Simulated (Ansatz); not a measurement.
One geometry of the cluster RuO2⁺, several levels of theory.

```yaml
crystal:
  periodic: [false, false, false]
  atoms:
    - {symbol: Ru, position_ang: [0.196764, -0.256565, 0.288612]}
    - {symbol: O, position_ang: [-1.406459, -0.521604, 0.170008]}
    - {symbol: O, position_ang: [1.209695, 0.778169, -0.458620]}
basis:
  gaussian: {orbitals: def2-TZVP, initial_orbitals: start.molden}
total_charge: 1
magnetization: {spin_polarized: true, initial_magnetization: 1}
hamiltonian: {xc: hse06, dispersion: d4}
scf: {omitted_lower_state_checks: [starts]}
output: {orbitals: {seedname: orbitals}}
```

The file start.molden holds the orbitals of an earlier run on this structure, at another level or in another basis.

```sh
$ ansatz run in.yaml --threads 4 --pin off --events-out ev --progress --plain --max-ram 3916MiB
```

It prints (some lines left out):

```
Functional definition: HSE06
680 factors; their error is unknown
54 factors; integrals over basis functions are off by at most 9.3e-6 eV
mean field evaluation 1: about -6661.7587 eV, gradient 2.3e-1 eV
mean field evaluation 2: about -6661.7589 eV, gradient 3.0e-4 eV
mean field evaluation 4: about -6661.7897 eV, gradient 2.4e-5 eV
mean field evaluation 8: about -6661.7897 eV, gradient 1.3e-5 eV
mean field -6661.78967708 eV, -244.8162551096 hartree, gradient 2.5e-6 eV, S^2 0.758925; 0 other end points of the search recorded, 0 dependent functions left out
reference -6661.78970854 eV, -244.8162562655 hartree; 16, 15 occupied and 86, 87 virtual orbitals, 680 factors
Total energy: -6661.82404310 eV, -244.8175180375 hartree
Checks for a lower state left out: starts
```

It took 3.3 s on 4 threads of Arm Neoverse V1 on a shared host.

As the first input, with `hamiltonian: {xc: pbe}`, `correlation: {method: rpa}` and without the key `output` (abridged; 7 s):

```
Functional definition: PBE
mean field evaluation 16: about -6664.6093 eV, gradient 7.3e-1 eV
mean field evaluation 32: about -6664.6159 eV, gradient 2.2e-6 eV
mean field -6664.61586733 eV, -244.9201156854 hartree, gradient 2.2e-6 eV, S^2 0.752764; 1 other end points of the search recorded, 0 dependent functions left out
2 core orbitals not correlated: weight in the atoms' cores, before any rotation towards them, 1.000 or more for the frozen orbitals, at most 0.000 for the correlated occupied ones
Total energy: -6660.51138293 eV, -244.7692786658 hartree
Checks for a lower state left out: starts
```

First input, but with `gaussian: {orbitals: def2-TZVPP, initial_orbitals: start.molden}`, `correlation: {method: ccsd_t}`, `scf: {omitted_lower_state_checks: [starts, cluster_reference]}` and without the key `hamiltonian` (abridged; 21 s):

```
Functional definition: HF
mean field -6624.94766066 eV, -243.4623359786 hartree, gradient 5.4e-6 eV, S^2 1.918891
2 core orbitals not correlated: weight in the atoms' cores, before any rotation towards them, 1.000 or more for the frozen orbitals, at most 0.000 for the correlated occupied ones
second order -26.53559697 eV of doubles, -0.00000000 eV of singles
cycle   1  -24.81682004 eV  change     1.7e0 eV  update   2.5e-1
cycle   2  -26.20430710 eV  change    -1.4e0 eV  update   1.3e-1
cycle   3  -26.89017198 eV  change   -6.9e-1 eV  update   9.3e-2
cycle   4  -27.25283374 eV  change   -3.6e-1 eV  update   6.9e-2
cycle   5  -27.54410835 eV  change   -2.9e-1 eV  update   5.0e-2
cycle   6  -27.80170925 eV  change   -2.6e-1 eV  update   3.5e-2
cycle   7  -27.94584579 eV  change   -1.4e-1 eV  update   2.3e-2
cycle   8  -27.98861890 eV  change   -4.3e-2 eV  update   1.3e-2
cycle   9  -28.05157921 eV  change   -6.3e-2 eV  update   9.4e-3
cycle  10  -28.00880132 eV  change    4.3e-2 eV  update   6.9e-3
[...]
cycle  15  -28.05399896 eV  change   -4.5e-3 eV  update   9.0e-4
cycle  16  -28.05505519 eV  change   -1.1e-3 eV  update   4.7e-4
cycle  17  -28.05608920 eV  change   -1.0e-3 eV  update   2.5e-4
cycle  18  -28.05644136 eV  change   -3.5e-4 eV  update   1.3e-4
cycle  19  -28.05679649 eV  change   -3.6e-4 eV  update   8.3e-5
cycle  20  -28.05691532 eV  change   -1.2e-4 eV  update   6.4e-5
cycle  21  -28.05699272 eV  change   -7.7e-5 eV  update   4.6e-5
cycle  22  -28.05693740 eV  change    5.5e-5 eV  update   3.3e-5
cycle  23  -28.05690064 eV  change    3.7e-5 eV  update   2.1e-5
cycle  24  -28.05686445 eV  change    3.6e-5 eV  update   1.3e-5
cycle  25  -28.05686119 eV  change    3.3e-6 eV  update   6.8e-6
perturbative correction -1.96806246 eV, -0.0723249615 hartree
Total energy: -6654.97258431 eV, -244.5657315710 hartree
Checks for a lower state left out: starts, cluster_reference
```

First input, but with `gaussian: {orbitals: STO-3G}`, `hamiltonian: {xc: hf}` (abridged; 0.55 s):

```
Functional definition: HF
mean field evaluation 16: about -123680.6399 eV, gradient 1.4e0 eV
mean field evaluation 32: about -123680.7711 eV, gradient 1.7e-3 eV
mean field -123680.77111921 eV, -4545.1845047933 hartree, gradient 5.1e-6 eV, S^2 2.318249
Total energy: -123680.77111921 eV, -4545.1845047933 hartree
Checks for a lower state left out: starts
```

As the first input, with `hamiltonian: {xc: pbe0, dispersion: d4}`, `output: {forces: true, orbitals: {seedname: orbitals}}` and without the key `scf` (abridged; 12 s):

```
Functional definition: PBE0
mean field evaluation 16: about -6661.8509 eV, gradient 3.8e0 eV
mean field evaluation 32: about -6661.9308 eV, gradient 6.3e-5 eV
mean field evaluation 64: about -6661.9308 eV, gradient 9.1e-2 eV
mean field evaluation 96: about -6661.9401 eV, gradient 1.0e0 eV
mean field -6661.94569868 eV, -244.8219887975 hartree, gradient 3.1e-6 eV, S^2 0.758771; 8 other end points of the search recorded, 0 dependent functions left out
Total energy: -6661.98232412 eV, -244.8233347574 hartree
Atom 0 force     0.007762    -0.001147     0.002878 eV/Å
Atom 1 force     0.002494     0.004753    -0.003931 eV/Å
Atom 2 force    -0.010257    -0.003607     0.001053 eV/Å
Dipole moment:     0.273445    -0.356687     0.401216 e Å
```

As the first input, with `hamiltonian: {xc: hf}` (abridged; 1.7 s):

```
Functional definition: HF
mean field evaluation 16: about -6624.6982 eV, gradient 8.1e-6 eV
mean field -6624.69817657 eV, -243.4531676072 hartree, gradient 8.1e-6 eV, S^2 1.933555
Total energy: -6624.69817657 eV, -243.4531676072 hartree
Checks for a lower state left out: starts
```

As the first input, with `correlation: {method: mp2}` and without the key `hamiltonian` (abridged; 1.2 s):

```
Functional definition: HF
mean field evaluation 16: about -6624.6983 eV, gradient 2.0e-6 eV
mean field -6624.69828083 eV, -243.4531714386 hartree, gradient 2.0e-6 eV, S^2 1.933557
2 core orbitals not correlated: weight in the atoms' cores, before any rotation towards them, 1.000 or more for the frozen orbitals, at most 0.000 for the correlated occupied ones
second order -23.31860217 eV of doubles, -0.00000000 eV of singles
Total energy: -6648.01688299 eV, -244.3101142623 hartree
Checks for a lower state left out: starts
```

Geometry: PBE0-D4/def2-TZVP.

In the def2 sets Ru takes a core potential, while STO-3G treats all electrons; there is no spin–orbit coupling. HSE06 is defined as in plane-wave codes, on full-range PBE exchange. Correlated methods freeze 2 core orbitals; core or outer-core shells of Ru are correlated, in sets that lack core-valence functions. At CCSD(T)/def2-TZVPP T1 of the charge 1 doublet is large (up to 0.126), so the single-reference result is doubtful. At CCSD(T)/def2-TZVPP, HF/STO-3G, HF/def2-TZVP, MP2/def2-TZVP the charge 1 doublet is spin-contaminated (final ⟨S²⟩ up to 2.32, 0.75 for a pure state). The structure comes from a short search, and lower isomers may exist.
